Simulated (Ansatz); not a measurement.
Calculated with Ansatz (gas phase, PBE0-D4/def2-TZVP geometries, no zero-point term in ΔE). CCSD(T)/CBS adds triple-zeta CCSD(T) − MP2 to the extrapolated MP2 energy (def2 sets, frozen cores). This one scheme is used for every species. Functionals use def2-TZVPP. Each species was taken in one conformer, which may not be the lowest.

`FBO[SiH3]` + `FCCl` → `FBC(F)Cl` + `O[SiH3]`  (formal exchange of groups at a B–O bond)

`FBO[SiH3]`:

```xyz
8

F    -0.275   -2.541   -0.991
B    -0.358   -1.494   -0.184
O     0.189   -0.336   -0.587
Si    0.310    1.172    0.085
H    -0.916   -1.624    0.868
H    -0.362    2.132   -0.821
H    -0.336    1.188    1.422
H     1.748    1.503    0.207
```

`FCCl`:

Cartesian coordinates in Å:
```
F -0.608 0.818 0.898
C -0.007 0.105 -0.085
Cl 0.376 -1.525 0.478
H 0.928 0.590 -0.361
H -0.689 0.012 -0.930
```

`FBC(F)Cl`:

```xyz
7

F     1.055   -0.971   -1.303
B     0.090   -0.814   -0.421
C     0.082    0.502    0.450
F    -0.509    0.376    1.664
Cl   -0.965    1.487   -0.636
H    -0.770   -1.635   -0.317
H     1.016    1.054    0.562
```

`O[SiH3]`:

```xyz
6

O    -0.694    0.692    0.826
Si    0.059   -0.290   -0.262
H    -0.181    1.396    1.223
H     0.565    0.474   -1.435
H    -0.962   -1.268   -0.701
H     1.213   -1.005    0.350
```

```
             level  ΔE (kcal/mol)
         r2SCAN-D4           36.2
           r2SCAN0           37.2
             BHLYP           39.1
         CAM-B3LYP           38.2
           LC-ωPBE           36.8
SCS-MP2/def2-TZVPP           37.7
    MP2/def2-QZVPP           37.3
      HF/CBS(def2)           41.7
```

**Question.** What does CCSD(T)/CBS give? (Best estimate.)

**Answer.** Ansatz gave: +36.8 kcal/mol. The listed levels differ from it by -0.6, 0.4, 2.3, 1.4, 0.0, 0.9, 0.5, 4.9 kcal/mol.

**Question.** What do rigid-rotor, harmonic-oscillator terms from PBE0-D4/def2-TZVP frequencies (298.15 K, 1 bar) make of the CCSD(T)/CBS value? (Estimate.)

**Answer.** Ansatz gave: ΔZPE = -1.4 kcal/mol, ΔH = +35.6 kcal/mol, ΔS = -4 J/(mol·K), ΔG = +35.9 kcal/mol.

Largest T1 diagnostic among the species: 0.013.

At CCSD(T), def2-SVP lies +2.6 kcal/mol from the extrapolated value and def2-TZVPP +0.1 kcal/mol. Leaving LDA and LC-ωPBE aside and taking each functional with its dispersion term where it has one, the values, not all of them listed here, spread over 5.3 kcal/mol, from revPBE-D4 to BHLYP-D4. From BLYP to BHLYP (50 % exact exchange), in def2-TZVPP and without D4, ΔE moves by +2.8 kcal/mol.
